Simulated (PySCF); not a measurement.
Correlation energy of F²⁺ (fluorine, charge +2)

[He] 2s1 2p3 3s1, high-spin 6S determinant (an excited configuration). All numbers are calculated (PySCF 2.14, the non-relativistic Hamiltonian (point nucleus), in aug-cc-pVTZ with one added diffuse shell each of s, p, d, f type (6s5p4d3f, 62 functions)). Frozen: 1s2; 5 electrons correlated.

```json
{"level": "CCSD", "correlation energy (mhartree)": "-39.10"}
{"level": "(T)", "correlation energy (mhartree)": "-0.16"}
{"level": "CCSD(T)", "correlation energy (mhartree)": "-39.26"}
```

Diagnostics: T1 = 0.0028, D1 = 0.0079, largest double amplitude 0.011.

**Question.** Is a single reference adequate?

**Answer.** Yes: T1 lies below 0.03 and no double amplitude reaches 0.07.
